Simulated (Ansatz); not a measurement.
Computed with Ansatz on PBE0-D4/def2-TZVP structures; ΔE is electronic, products minus reactants. CBS: MP2 limit from def2 TZ/QZ plus the TZ coupled-cluster correction, frozen cores. This one scheme is used for every species. DFT in def2-TZVPP. For Ge outer-core shells are correlated without core-valence functions, which leaves a few kJ/mol of doubt a bond. Scalar relativity is left out up to krypton.

Consider the hydrogenolysis of a Ge–C bond: `[CH3][GeH]1[CH2][NH]1` + H₂ → `[CH2]1[NH][GeH2]1` + CH₄.

`[CH3][GeH]1[CH2][NH]1`:

Cartesian coordinates in Å:
```
C 1.781 0.434 0.237
Ge 0.114 -0.551 0.271
C -1.611 0.272 0.125
N -1.023 -0.147 -1.169
H 2.173 0.573 1.244
H 2.521 -0.096 -0.363
H 1.591 1.408 -0.214
H 0.155 -2.021 0.694
H -1.717 1.348 0.236
H -2.470 -0.280 0.502
H -1.516 -0.940 -1.563
```

H₂:

Z-matrix (Å, degrees):
```
H
H 1 0.746
```

`[CH2]1[NH][GeH2]1`:

Z-matrix (Å, degrees):
```
C
Ge 1 1.917
N 1 1.475 2 65.8
H 1 1.088 2 117.3 3 111.0
H 1 1.086 2 119.8 3 -105.1
H 2 1.526 1 118.2 3 -100.5
H 2 1.523 1 123.5 3 91.1
H 3 1.014 1 111.7 2 108.2
```

CH₄:

```xyz
5

C     0.000    0.000    0.000
H    -0.647   -0.776   -0.408
H    -0.246    0.164    1.049
H    -0.147    0.925   -0.556
H     1.040   -0.313   -0.084
```

Is it downhill or uphill in electronic energy at CCSD(T)/CBS, and by how much? (Estimate.)

Ansatz gave: Downhill: ΔE = -7.4 kcal/mol.

What do these levels give: B97M-V, r2SCANh-D4, ωB97M-V, r2SCAN, MP2/def2-SVP, HF/def2-TZVPP? (Best estimate.)

Ansatz gave: B97M-V -10.6, r2SCANh-D4 -8.3, ωB97M-V -8.2, r2SCAN -8.5, MP2/def2-SVP -9.6, HF/def2-TZVPP -12.7 kcal/mol.

Largest T1 diagnostic among the species: 0.012.

The D4 term adds +1.8 kcal/mol with B3LYP and +1.0 kcal/mol with PBE0; it sums over pairs of atoms, weighted by their polarisabilities, and B3LYP, whose exchange is more repulsive, gets the larger term. Leaving LDA and LC-ωPBE aside and taking each functional with its dispersion term where it has one, the values, not all of them listed here, spread over 3.6 kcal/mol, from B97M-V to revPBE-D4.

B3LYP here is the variant with VWN-RPA as its local correlation; programs differ in this.
